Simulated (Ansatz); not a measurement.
The cluster AlCu2. Charge 0, multiplicity 2. Geometry PBE-D4/def2-TZVP; atoms count from 1.

```
atom   x (Å)   y (Å)   z (Å)
 Al1   0.339  -1.094   0.902
 Cu2   0.839   1.082  -0.184
 Cu3  -1.178   0.012  -0.718
```

The structure comes from a short search, and lower isomers may exist.

(1) Estimate the Mulliken populations from the PBE0/def2-TZVP orbitals of Ansatz.

(2) Where does the spin sit?

(3) And the Mayer bond orders between bonded heavy atoms (over 0.3)?

Results:

(1) 
```json
{"atom": "Al1", "charge (e)": "0.15", "spin (α − β)": "0.40", "d electrons": "–"}
{"atom": "Cu2", "charge (e)": "-0.07", "spin (α − β)": "0.30", "d electrons": "9.86"}
{"atom": "Cu3", "charge (e)": "-0.07", "spin (α − β)": "0.30", "d electrons": "9.86"}
```
Mulliken values and Mayer orders depend strongly on the basis.

(2) Summed by element: Al 0.40, Cu 0.60, of 1 unpaired in all. Largest on single atoms: Al1 0.40, Cu3 0.30, Cu2 0.30.

(3) Al1–Cu2 0.70 (2.48 Å); Al1–Cu3 0.70 (2.48 Å); Cu2–Cu3 0.58 (2.35 Å).
